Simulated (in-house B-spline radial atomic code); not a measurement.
# Sn8+: [Kr] 4d5 6g1 (an excited or competing configuration)

All numbers are computed (Dirac-Hartree-Fock, average of configuration; Fermi nucleus of rms radius 4.6519 fm) with a radial B-spline atomic code at the basis-set limit, not measured.

Effective charges: Z_r = [3n² - l(l+1)]/(2<r>) from the radius, Z_e = n√(-2ε) from the energy, and Slater's rules. Values are occupation-weighted means over j. An effective charge above Z reflects the relativistic contraction of the inner shells.

| shell | electrons | ε (eV) | <r> (bohr) | Z_r | Z_e | Slater |
| --- | --- | --- | --- | --- | --- | --- |
| 1s | 2 | -29531 | 0.02905 | 51.64 | 46.59 | 49.70 |
| 2s | 2 | -4687.2 | 0.1249 | 48.04 | 37.12 | 45.85 |
| 2p | 6 | -4221.7 | 0.1094 | 45.69 | 35.23 | 45.85 |
| 3s | 2 | -1071.2 | 0.3367 | 40.09 | 26.62 | 38.75 |
| 3p | 6 | -914.62 | 0.3351 | 37.30 | 24.60 | 38.75 |
| 3d | 10 | -671.93 | 0.313 | 33.55 | 21.08 | 28.85 |
| 4s | 2 | -304.79 | 0.793 | 30.27 | 18.93 | 22.25 |
| 4p | 6 | -251.59 | 0.8403 | 27.37 | 17.20 | 22.25 |
| 4d | 5 | -176.08 | 0.9376 | 22.40 | 14.39 | 12.60 |
| 6g | 1 | -30.95 | 4.789 | 9.19 | 9.05 | - |

The least bound orbital is 6g7/2 at -30.95 eV, and it is also the most diffuse (<r> = 4.789 bohr).

Spin-orbit splittings of the orbital energies (j = l + 1/2 above j = l - 1/2 when positive): 2p 231.7 eV, 3p 43.72 eV, 3d 8.896 eV, 4p 8.777 eV, 4d 1.412 eV, 6g -0.001383 eV.

For the 1s electron the small component carries 3.37 % of the norm, the zero-frequency Breit interaction raises the level by 67.8 eV, self-energy by 38.35 eV, and vacuum polarisation lowers it by 5.048 eV.

The density falls to 0.001 bohr⁻³ at 4.915 bohr; Σ<r²> = 39.509 bohr² gives, by the non-relativistic formula and without the paramagnetism of open shells, a Langevin diamagnetic susceptibility of -31.29×10⁻⁶ cm³/mol.
